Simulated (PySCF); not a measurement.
Bonds (- single, = double, # triple, : aromatic): C1#C2 1.201 Å, C2-C3 1.415 Å, C3:N4 1.337 Å, N4:N5 1.283 Å, N5:N6 1.294 Å, N6:C7 1.322 Å, C7:C8 1.398 Å, C8-C9 1.451 Å, C9=C10 1.328 Å, C8:C3 1.412 Å. C1 carries H11; C7 carries H12; C9 carries H13; C10 carries H14, H15. H15 is cis to C8; H14 is trans to C8.

Method: coordinates at the GFN2-xTB level, shieldings: GIAO PBE0/pcSseg-1, in PySCF 2.14.0 with density-fitted response routines (single conformer, non-relativistic, in vacuum).

Chemical shifts δ = σref − σ; ¹³C (σref 186.93) vs TMS, all at this level.

Do the ¹³C shifts follow the atomic charges (in e)? Tabulate both.

## Answers


```tsv
atoms	hybridisation	δ (ppm)	σ para (ppm)	Hirshfeld	IAO	Mulliken	ESP-fitted
C7	sp2	145.3	-204	+0.03	-0.01	+0.30	+0.81
C3	sp2	144.9	-208	+0.07	+0.11	+0.17	+1.65
C9	sp2	138.3	-203	-0.04	-0.15	-0.11	+0.02
C8	sp2	132.4	-209	+0.01	-0.01	-0.38	-0.89
C10	sp2	131.6	-200	-0.07	-0.27	-0.09	-0.38
C1	sp	101.2	-174	-0.06	-0.18	-0.31	+0.13
C2	sp	83.0	-146	-0.04	-0.03	+0.40	-0.94
```

Correlation coefficients of δ with charge over these carbons: Hirshfeld +0.55, IAO +0.20, Mulliken -0.11, ESP-fitted +0.58; with the paramagnetic shielding -0.97. Among the 5 sp2 carbons alone: Hirshfeld +0.72, IAO +0.68, Mulliken +0.87, ESP-fitted +0.91. With so few points, grouped by hybridisation, these coefficients are fragile. Charge is one influence among several: hybridisation and low-lying excitations act through the paramagnetic term.

Shifts are as computed. Against solution values, carbons near 30 ppm lie about +3 ppm off and those near 130 ppm about +5 ppm. Of 1211 compounds with measured shifts, 218 miss one by over three times the rms of a fit or turn the order of signals round; such compounds aren't used in these exercises.
